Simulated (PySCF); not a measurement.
PBE0 on Ir (iridium, neutral), [Xe] 4f14 5d9, 2D determinant (an excited configuration). Computed with PySCF 2.14 in aug-cc-pVDZ-PP with ECP60MDF (5s5p4d2f, 54 functions), with scalar relativity through the core potential.

```
cycle= 16 E= -104.348181870086  delta_E= -0.00333  |g|= 0.0393  |ddm|= 0.107
cycle= 17 E= -104.339672493248  delta_E= 0.00851  |g|= 0.0215  |ddm|= 0.29
cycle= 18 E= -104.343536866674  delta_E= -0.00386  |g|= 0.0279  |ddm|= 0.176
cycle= 19 E= -104.340049275845  delta_E= 0.00349  |g|= 0.0164  |ddm|= 0.212
cycle= 20 E= -104.343093725473  delta_E= -0.00304  |g|= 0.02  |ddm|= 0.149
cycle= 21 E= -104.340241131747  delta_E= 0.00285  |g|= 0.0173  |ddm|= 0.136
cycle= 22 E= -104.340778308358  delta_E= -0.000537  |g|= 0.0119  |ddm|= 0.0593
cycle= 23 E= -104.339836579238  delta_E= 0.000942  |g|= 0.0065  |ddm|= 0.142
cycle= 24 E= -104.339857511779  delta_E= -2.09e-05  |g|= 0.00142  |ddm|= 0.00589
cycle= 25 E= -104.339846578209  delta_E= 1.09e-05  |g|= 0.000722  |ddm|= 0.0149
cycle= 26 E= -104.339846720583  delta_E= -1.42e-07  |g|= 3.52e-05  |ddm|= 0.00127
cycle= 27 E= -104.33984670958  delta_E= 1.1e-08  |g|= 7.64e-06  |ddm|= 0.000452
cycle= 28 E= -104.339846709577  delta_E= 2.73e-12  |g|= 5.6e-07  |ddm|= 2.31e-05
converged SCF energy = -104.339846709577  <S^2> = 0.75391118  2S+1 = 2.0039074
```

Highest occupied orbital energy: -5.158 eV; ⟨L²⟩ = 8.54; populations by l: s 2.42, p 6.00, d 8.58, f 0.00.

Question: Can this result be used?

Answer: Not for this state. The run converged. ⟨L²⟩ = 8.54 against 6 for a pure D term, so this real determinant mixes terms. Energies and moments cover only the electrons outside the core potential. Spin-orbit coupling, absent here, splits the open shell strongly. The s, p, d and f populations moved away from the nominal configuration during the SCF.
